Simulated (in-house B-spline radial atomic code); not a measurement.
Br²⁺. Computed with a B-spline radial atomic code. Model: non-relativistic spherical atom: semilocal Troullier-Martins pseudo-atom, one channel per l, against all electrons, high spin, G0W0 and RPA with empty states to l = 8, local potential for every l without a channel, a model core (radius 0 = none) keeps its share of the functional.

The core holds an angular momentum without a channel of its own, so the local potential lets valence electrons into it.

What the tables leave out is listed at the end.

The pseudopotential gives back the lowest level of each angular momentum of its own functional in the configuration it was made in; a second state of the same l is only approximately right. Exact exchange, RPA and GW see the smooth pseudo-orbitals and miss the exchange with the core, for which the functional's share stands in. The column with an uncorrelated core keeps all orbitals and exact exchange, and so separates missing core correlation from pseudisation. Only the three outermost levels and the lowest empty one were computed. RPA here is direct RPA, with no exchange kernel, and its energies carry an (l + 1/2)⁻⁴ tail. A hybrid on a potential with a model core restores only its own semilocal share of the core's exchange.

Command:
```bash
python run_psgw.py task.json out
```
Settings (lengths in bohr, energies in hartree):
```
Z                      35
electrons              33
configuration          [Ar] 3d10 4s2 4p3
generated_in           [Ar] 3d10 4s2 4p5
functional             lda,vwn
core_shells            6
radius_factor          1
core_correction        False
```

Cost of the run: 12 s on 1 thread of Intel(R) Xeon(R) 6975P-C (Granite Rapids), on a shared host.

Given: made with LDA VWN5; model core radius 0 bohr; local radius 1.472 bohr; mean-field start LDA VWN5.

Valence shells of the generating configuration: 4s, 4p.

Channel: s 1.439, p 1.662 (radii in bohr).

Computed: largest level miss in the spin-unpolarised generating configuration 0 eV; valence RPA correlation energy all-electron orbitals -0.19859 hartree; all-electron RPA polarisability, core included 7.373 bohr³; pseudo-atom RPA polarisability 7.7595 bohr³.

| level | occupied | mean-field all-electron (eV) | mean-field pseudo minus all (eV) | G0W0 all-electron (eV) | G0W0 uncorrelated core minus all (eV) | G0W0 pseudo minus all (eV) | exchange self-energy all-electron (eV) | exchange self-energy pseudo (eV) |
| --- | --- | --- | --- | --- | --- | --- | --- | --- |
| 4p up | 1 | -29.435 | -0.101 | -35.236 | 0.234 | -0.385 | -23.103 | -19.517 |
| 4s down | 1 | -39.441 | 0.567 | -44.655 | 0.563 | 0.008 | -20.482 | -14.97 |
| 4p down (empty) | 0 | -26.701 | 0.393 | -21.879 | 0.28 | -0.574 | -6.8466 | -3.2132 |

Q: What is the valence RPA correlation energy pseudo?

A: -0.24709 hartree.

Given: mean-field start PBE0.

Computed: valence RPA correlation energy all-electron orbitals -0.18261 hartree; valence RPA correlation energy pseudo -0.22428 hartree; pseudo-atom RPA polarisability 6.9052 bohr³.

```csv
level,occupied,mean-field all-electron (eV),mean-field pseudo minus all (eV),G0W0 all-electron (eV),G0W0 uncorrelated core minus all (eV),G0W0 pseudo minus all (eV),exchange self-energy all-electron (eV),exchange self-energy pseudo (eV)
4p up,1,-31.054,-0.258,-35.379,0.225,-0.335,-22.946,-19.621
4s down,1,-40.215,-0.009,-44.591,0.562,0.037,-20.22,-15.074
4p down (empty),0,-24.77,-0.067,-21.693,0.27,-0.375,-6.5074,-3.2043
```

Q: What is the all-electron RPA polarisability, core included?

A: 6.7224 bohr³.

Given: mean-field start Hartree-Fock.

Computed: valence RPA correlation energy pseudo -0.1761 hartree; all-electron RPA polarisability, core included 5.4764 bohr³; pseudo-atom RPA polarisability 5.4921 bohr³.

| level | occupied | mean-field all-electron (eV) | mean-field pseudo minus all (eV) | G0W0 all-electron (eV) | G0W0 uncorrelated core minus all (eV) | G0W0 pseudo minus all (eV) | exchange self-energy all-electron (eV) | exchange self-energy pseudo (eV) |
| --- | --- | --- | --- | --- | --- | --- | --- | --- |
| 4p up | 1 | -35.151 | -0.357 | -35.651 | 0.21 | -0.293 | -22.629 | -19.614 |
| 4s down | 1 | -42.46 | -0.109 | -44.469 | 0.542 | 0.112 | -19.558 | -14.957 |
| 4s up | ? | ? | ? | ? | ? | ? | ? | ? |
| 4p down (empty) | 0 | -19.477 | -0.146 | -21.377 | 0.222 | -0.164 | -5.5192 | -2.9615 |

Q: What belongs in the row 4s up?

A: occupied: 1; mean-field all-electron (eV): -52.062; mean-field pseudo minus all (eV): -0.538; G0W0 all-electron (eV): -49.564; G0W0 uncorrelated core minus all (eV): 0.23; G0W0 pseudo minus all (eV): 0.103; exchange self-energy all-electron (eV): -29.196; exchange self-energy pseudo (eV): -25.077.

Q: What is the valence RPA correlation energy all-electron orbitals?

A: -0.14803 hartree.

Among the listed levels the largest G0W0 shift of the pseudo-atom is -0.57 eV, for 4p down (empty) on the LDA VWN5 start, while leaving the core uncorrelated moves that level by +0.28 eV. So pseudisation and the lost core exchange, not the missing core correlation, make the error. Not in the tables (levels of low weight, unsolved or above zero; the highest and the empty levels are kept at any weight): on LDA the G0W0 levels 4s up (pseudo minus all +2.47 eV, weights 0.35 and 0.31); on PBE0 the G0W0 levels 4s up (pseudo minus all +0.04 eV, weights 0.50 and 0.37).
